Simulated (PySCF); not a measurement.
Mg(Cl)(OSiH3), SMILES [SiH3][O][Mg][Cl], singlet (PBE0/def2-SVP optimised geometry):

```
7

Mg    -1.665    -1.987     2.730
Cl    -2.417    -3.053     4.495
O     -1.045    -1.119     1.296
Si    -0.454    -0.309     0.000
H      1.045    -0.309     0.000
H     -0.910     1.119     0.000
H     -0.910    -0.934    -1.284
```

Calculation: PBE0/def2-TZVP run with PySCF.

Question: What are the frontier orbital energies and the dipole moment?

Answer: HOMO-2 -8.92 eV, HOMO-1 -8.31 eV, HOMO -8.31 eV, LUMO -1.74 eV, LUMO+1 0.09 eV; dipole moment 0.30 D.

On the same geometry PBE/def2-TZVP (PySCF 2.14.0) gives HOMO-2 -7.56 eV, HOMO-1 -6.89 eV, HOMO -6.88 eV, LUMO -2.49 eV, LUMO+1 -0.59 eV; dipole moment 0.17 D.

Meta-Löwdin charges at PBE0/def2-TZVP: Mg1 1.55, Cl2 -0.74, O3 -1.16, Si4 0.74, H5 -0.13, H6 -0.13, H7 -0.13.
